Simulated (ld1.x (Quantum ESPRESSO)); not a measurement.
**Configuration tests for manganese (TM)**

ld1.x (Quantum ESPRESSO) 7.5 input, shortened:

```
&input
   title='Mn', zed=25., rel=1, dft='PBESOL', iswitch=3,
   config='[Ar] 3d5 4s2 4p0'
 /
 &inputp
   pseudotype=2, tm=.true., lloc=-1, rcloc=1.70,
   nlcc=.false.
 /
3
4S  1  0   2.00   0.00  2.15  2.15  0.0
4P  2  1   0.00   0.00  3.05  3.05  0.0
3D  3  2   5.00   0.00  1.95  1.95  0.0
 &test
   configts(1)='3d5 4s2 4p0'
 /
```

Energies are relative to the spin-unpolarised reference configuration 3d5 4s2 4p0; without spin polarisation the order of configurations can differ from experiment. Not all tests gave a result: 3 of 7 tests not solved or not reliable. Left out of the table: 3d5 4s1 4p0 (solver errors, printed error -4.8 eV); 3d6 4s1 4p0 (solver errors, printed error +4.3 eV); 3d5.5 4s1.5 4p0 (pseudo-atom not self-consistent, printed error +9.4 eV).

(1) Give the all-electron excitation energy and the error of the potential for: 3d5 4s0 4p0; 3d4 4s0 4p0; 3d6 4s0 4p0; 3d5 4s1.5 4p0.

Note: ghost state, extra bound levels that the all-electron valence spectrum of the same l lacks: s at -9.5 eV. A true bound ghost makes a file unfit for plane-wave use.

Results:

(1)

```
valence configuration  charge  ΔE all-electron (eV)  error AE − PS (meV)
          3d5 4s0 4p0      +2                23.944                  +43
          3d4 4s0 4p0      +3                56.424                  +94
          3d6 4s0 4p0      +1                 6.774                 -113
        3d5 4s1.5 4p0    +0.5                 3.371                 -2.7
```

These tests converged, but a pseudo level misses the all-electron one widely, so the file describes the atom poorly there or has found another state: 3d5 4s0 4p0: empty 4s by 2.2 eV. ld1.x printed “convergence not achieved” for 1 of the counted tests; its residual had stalled under 1e-8, short of the target of 1e-14.
